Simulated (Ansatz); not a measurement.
Consider the hydrogenolysis of a B–F bond: `C[SiH2]B(F)S` + H₂ → `C[SiH2]BS` + H–F.

Gas-phase electronic energies from Ansatz, PBE0-D4/def2-TZVP geometries. CCSD(T)/CBS adds triple-zeta CCSD(T) − MP2 to the extrapolated MP2 energy (def2 sets, frozen cores). This one scheme is used for every species. DFT in def2-TZVPP. B3LYP here is the variant with VWN-RPA as its local correlation; programs differ in this. HSE06 is defined as in plane-wave codes. One conformer a species, not always the lowest.

| level | ΔE (kcal/mol) | difference from CCSD(T)/CBS |
| --- | --- | --- |
| LDA (SPW92) | 25.3 | 2.8 |
| PBE-D4 | 24.2 | 1.7 |
| revPBE-D4 | 24.3 | 1.8 |
| r2SCAN-D4 | 25.8 | 3.3 |
| B97M-V | 25.3 | 2.8 |
| PBE0-D4 | 23.0 | 0.5 |
| B3LYP-D4 | 24.9 | 2.4 |
| r2SCANh-D4 | 25.2 | 2.7 |
| r2SCAN0-D4 | 24.4 | 1.9 |
| HSE06-D4 | 23.0 | 0.5 |
| BHLYP-D4 | 24.3 | 1.8 |
| CAM-B3LYP-D4 | 25.3 | 2.8 |
| ωB97X-V | 24.5 | 2.0 |
| ωB97M-V | 24.7 | 2.2 |
| B2PLYP | 24.0 | 1.5 |
| revPBE | 22.9 | 0.4 |
| BLYP | 24.8 | 2.3 |
| r2SCAN | 25.7 | 3.2 |
| PBE0 | 22.5 | 0.0 |
| B3LYP | 24.0 | 1.5 |
| r2SCANh | 25.1 | 2.6 |
| r2SCAN0 | 24.2 | 1.7 |
| HSE06 | 22.5 | 0.0 |
| BHLYP | 23.6 | 1.1 |
| CAM-B3LYP | 24.8 | 2.3 |
| LC-ωPBE | 23.3 | 0.8 |
| RPA@PBE/def2-TZVPP | 22.9 | 0.4 |
| HF/def2-SVP | 24.1 | 1.6 |
| MP2/def2-SVP | 27.0 | 4.5 |
| CCSD/def2-SVP | 25.5 | 3.0 |
| HF/def2-TZVPP | 22.7 | 0.2 |
| MP2/def2-TZVPP | 23.3 | 0.8 |
| SCS-MP2/def2-TZVPP | 23.2 | 0.7 |
| CCSD/def2-TZVPP | 22.4 | -0.1 |
| HF/def2-QZVPP | 22.7 | 0.2 |
| MP2/def2-QZVPP | 23.1 | 0.6 |
| SCS-MP2/def2-QZVPP | 23.0 | 0.5 |
| HF/CBS(def2) | 22.7 | 0.2 |
| MP2/CBS(def2) | 22.9 | 0.4 |
| CCSD/CBS(def2) | 21.9 | -0.6 |
| CCSD(T)/CBS | 22.5 | 0 |

Largest T1 diagnostic among the species: 0.014.

The D4 term adds +0.9 kcal/mol with B3LYP and +0.5 kcal/mol with PBE0; it sums over pairs of atoms, weighted by their polarisabilities, and B3LYP, whose exchange is more repulsive, gets the larger term. From BLYP to BHLYP (50 % exact exchange), in def2-TZVPP and without D4, ΔE moves by −1.2 kcal/mol. At CCSD(T), def2-SVP lies +3.6 kcal/mol from the extrapolated value and def2-TZVPP +0.4 kcal/mol.
